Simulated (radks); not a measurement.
The numbers below are computed, except where a source is named.
Question: Species: La49+. Configuration: [He] 2s2 2p4. Code: a radial shooting solver on a logarithmic mesh with Libxc functionals. Model: scalar-relativistic Kohn-Sham, BLYP, spin-polarised, spherical densities, finite nucleus; open shells are filled with parallel spins first (spin-orbit coupling, left out, can overturn this in heavy ions); Fermi nuclear charge, rms radius 4.855 fm. Some entries of the table are withheld. Estimate them.

| orbital | occ. | eigenvalue (hartree) | <r> (bohr) | <1/r> (bohr^-1) |
|---|---|---|---|---|
| 1s up | 1 | -1572.870 | 0.02503 | 62.08 |
| 1s down | 1 | -1571.983 | 0.02501 | 62.11 |
| 2s up | 1 | -359.4987 | 0.1041 | 14.78 |
| 2s down | 1 | -358.0672 | 0.1043 | 14.75 |
| 2p up | 3 | -338.9547 | (1) | 13.99 |
| 2p down | 1 | -337.2439 | (2) | 13.97 |
| 3s up | 0 | -151.6184 | 0.2481 | 6.110 |
| 3s down | 0 | -151.2039 | 0.2489 | 6.089 |
| 3p up | 0 | (3) | 0.2386 | 5.877 |
| 3p down | 0 | (4) | 0.2395 | 5.858 |
| 3d up | 0 | -139.2402 | 0.2066 | 5.695 |
| 3d down | 0 | -138.6618 | 0.2075 | 5.669 |

Answer: 
(1) 2p up <r> (bohr): 0.09059
(2) 2p down <r> (bohr): 0.09078
(3) 3p up eigenvalue (hartree): -145.2898
(4) 3p down eigenvalue (hartree): -144.8208
